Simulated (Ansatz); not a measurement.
Start from `CC[CH](C)[AlH2]` and change one atom or group to get `C[CH](F)[AlH2]`.

Ansatz, PBE0-D4/def2-TZVP geometries, multiplicity 1. Each molecule was computed in one conformer, which needn't be the lowest.

```json
{"property": "size of the dipole moment (ωB97M-V/def2-TZVPP) / D", "`CC[CH](C)[AlH2]`": "1.10"}
{"property": "LUMO energy (ωB97M-V/def2-TZVPP) / eV", "`CC[CH](C)[AlH2]`": "0.39"}
{"property": "HOMO energy (PBE/def2-TZVPP) / eV", "`CC[CH](C)[AlH2]`": "-5.91"}
{"property": "LUMO energy (PBE/def2-TZVPP) / eV", "`CC[CH](C)[AlH2]`": "-2.01"}
{"property": "HOMO–LUMO gap (B3LYP/def2-TZVPP) / eV", "`CC[CH](C)[AlH2]`": "5.50"}
{"property": "HOMO–LUMO gap (PBE/def2-TZVPP) / eV", "`CC[CH](C)[AlH2]`": "3.90"}
```

(1) Give the same properties after the change, and the shifts. (An estimate is asked.)

Answers

(1) The calculation gave: 
```
                                          property  `C[CH](F)[AlH2]`  shift
size of the dipole moment (ωB97M-V/def2-TZVPP) / D              1.63   0.53
             LUMO energy (ωB97M-V/def2-TZVPP) / eV             -0.04  -0.43
                 HOMO energy (PBE/def2-TZVPP) / eV             -6.10  -0.19
                 LUMO energy (PBE/def2-TZVPP) / eV             -2.38  -0.37
             HOMO–LUMO gap (B3LYP/def2-TZVPP) / eV              5.44  -0.06
               HOMO–LUMO gap (PBE/def2-TZVPP) / eV              3.72  -0.18
```

Dipoles are sizes alone; their direction can turn.

B3LYP here is the variant with VWN-RPA as its local correlation; programs differ in this.
